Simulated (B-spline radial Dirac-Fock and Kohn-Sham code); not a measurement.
## Dipole and non-dipole photoemission parameters of In²⁺ 4d5/2

System: In²⁺, configuration 1s2 2s2 2p6 3s2 3p6 3d10 4s2 4p6 4d10 5s1; threshold 43.05 eV (orbital energy of the model). The computed values come from a radial atomic solver: Dirac-Hartree-Slater photoionisation with a Latter tail; cross sections with all multipoles, angular parameters from the dipole term and its interference with E2.

The run's input, task.json:

```json
{"items": [{
  "Z": 49,
  "q": 2,
  "cfg": [[1, 0, 2], [2, 0, 2], [2, 1, 6], [3, 0, 2], [3, 1, 6], [3, 2, 10], [4, 0, 2], [4, 1, 6], [4, 2, 10], [5, 0, 1]],
  "A": 115,
  "rrms": 4.6156,
  "do": "xps",
  "hv": [51.2, 58.5, 80, 165.0, 206.0, 213.0, 219.0, 287.0, 313.0, 536.0, 539.0, 561.0, 600, 722.0, 752.0, 1170.0, 1486.9, 1820.0, 1950.0, 2070.0, 2290.0, 3240.0, 3300.0, 4790.0, 5414.7, 6000, 6360.0, 8047.8, 12000, 15000]
}]}
```

Launch: `python xray2_run.py task.json out`

For linearly polarised light dσ/dΩ = σ/(4π) [1 + β P₂(cos θ) + (δ + γ cos²θ) sin θ cos φ], with θ from the polarisation vector and φ the angle between the beam and the projection of the electron momentum on the plane normal to the polarisation.

```tsv
hν (eV)	σ (kb)	β	γ	δ
58.5	20500	0.613	-0.011	0.002
80	3980	1.394	-0.045	-0.001
165	299	-0.353	0.158	-0.003
206	406	0.259	0.101	-0.009
213	415	0.329	0.092	-0.009
219	420	0.382	0.085	-0.009
287	406	0.780	0.021	-0.007
313	382	0.871	0.005	-0.005
536	187	1.216	-0.023	0.009
539	186	1.218	-0.022	0.009
561	173	1.232	-0.019	0.010
600	153	1.254	-0.011	0.012
722	106	1.298	0.022	0.018
752	96.9	1.305	0.032	0.019
1170	?	?	?	?
1486.9	18.5	1.292	0.302	0.046
1820	10.6	1.252	0.413	0.057
1950	8.73	1.236	0.454	0.062
2070	7.34	1.221	0.490	0.066
2290	5.46	1.194	0.552	0.074
3240	1.87	1.085	0.782	0.107
3300	1.76	1.079	0.794	0.109
4790	0.510	0.942	1.044	0.163
5414.7	0.333	0.895	1.124	0.186
6000	0.232	0.856	1.189	0.207
6360	0.189	0.834	1.225	0.219
8047.8	0.0800	0.745	1.365	0.277
12000	0.0175	0.600	1.581	0.403
15000	0.00728	0.523	1.680	0.491
```

**Question.** Give the values at 1170 eV.

**Answer.** σ = 34.5 kb, β = 1.321, γ = 0.186, δ = 0.035.
